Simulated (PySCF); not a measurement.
Compound: (PF2)3P, P₄F₆.
Geometry (PBE0-D3(BJ)/def2-SVP, Å), atoms numbered from 1 in this order:
```xyz
10
P4F6 angstrom
F     -2.2917    1.3935    0.0865
P     -0.7523    1.8126   -0.1930
F     -0.9001    2.2635   -1.7259
P     -0.0890   -0.3072   -0.6046
P     -1.0154   -1.1577    1.2726
F     -2.0483   -2.1434    0.5409
F      0.1795   -2.2169    1.5410
P      1.9805   -0.0708    0.2724
F      2.2458    1.3811   -0.3974
F      2.7412   -0.9757   -0.8134
```

Computed with PySCF at B3LYP/def2-SVPD, non-relativistic, on one gas-phase PBE0-D3(BJ)/def2-SVP geometry that isn't relaxed in the solvent. The solvent is an IEF-PCM continuum (Bondi radii, 1.10 Å for H, scaled by 1.2), and excitations are vertical TDDFT with non-equilibrium linear response and a frozen core. The model holds no explicit solvent molecules, cavitation or dispersion.

| run | E − E(gas) (kcal/mol) | HOMO (eV) | HOMO–LUMO gap (eV) | dipole (D) | lowest singlet (eV) | static polarisability (au) |
| --- | --- | --- | --- | --- | --- | --- |
| gas | 0.00 | -7.58 | 5.39 | 1.64 | 4.46 | 107.7 |
| P | -3.57 | -7.29 | 5.40 | 2.07 | 4.44 | 139.2 |
| Q | -2.14 | -7.39 | 5.40 | 1.88 | 4.43 | 126.0 |

Q: The runs were made in benzene and chloroform. Which run belongs to which solvent?

A: P = chloroform, Q = benzene. The dielectric constants are 2.271 (benzene), 4.711 (chloroform), and the energy falls further as ε rises. The optical constants n² used for the excitations are 2.25, 2.09 in the same order. In this model the ground state sees the solvent through ε alone.

Q: How constant is the ratio of the lowering to (ε − 1)/(2ε + 1)?

A: 
```
   solvent  (ε − 1)/(2ε + 1)  E − E(gas) (kcal/mol)  ratio (kcal/mol)  polarisation term (kcal/mol)
   benzene             0.229                  -2.14              -9.3                         -2.24
chloroform             0.356                  -3.57             -10.0                         -3.87
```

The ratio changes by +7.5 % in size from benzene to chloroform. The polarisation term is half the interaction of the solute with the induced surface charges.
